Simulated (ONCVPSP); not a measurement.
## calcium (Ca), ONCV: configuration errors across variants

calcium (Ca), optimised norm-conserving Vanderbilt (ONCV), made with ONCVPSP 4.0.1 (PBE, scalar-relativistic). Core [Ne], reference 3s2 3p6 4s2. Waves: 3s+4s: rc 1.65 bohr, ncon 4, nbas 7, qcut 7.4 1/bohr, 2 projectors; 3p: rc 1.30 bohr, ncon 4, nbas 7, qcut 7 1/bohr, 2 projectors, debl 0.7 Ha; d scattering state at 0.39 Ha: rc 1.30 bohr, ncon 4, nbas 8, qcut 7.5 1/bohr, local. Local part: the d channel. Core correction: none.

In the p channel the program set the typed energies aside and used -1.029, 0.250 Ha. In the d channel the program set the typed energies aside and used 0.050 Ha.

All-electron excitation energies from the reference (eV): (1) 3s2 3p6 4s1 6.309; (2) 3s2 3p6 4s0 18.130; (3) 3s2 3p6 4s1.5 2.504; (4) 3s2 3p6 4s0 4p1 9.357.

1 further variants failed, have other tests or too few solved ones, and are left out.

Errors AE − PS in meV (a dash: test not solved or not reliable):

| change | (1) | (2) | (3) | (4) | bound ghosts | GHOST(+) flags above zero |
| --- | --- | --- | --- | --- | --- | --- |
| base | -0.2 | -0.9 | -0.1 | -0.3 | none | s |
| d: nproj 1; local potential polynomial inside 1.05 bohr (lpopt 5, dvloc0 2 Ha) | -0.2 | -0.9 | -0.1 | -0.3 | none | none |
| all radii scaled by about 1.12 (s 1.86, p 1.46, d 1.46 bohr) | -0.3 | -1.2 | -0.1 | -0.4 | none | s |

(1) Give the same row for: p: nproj 1.

## Answers

(1) -0.2, -1.0, -0.1, -11; bound ghosts: none; GHOST(+) flags above zero: s.
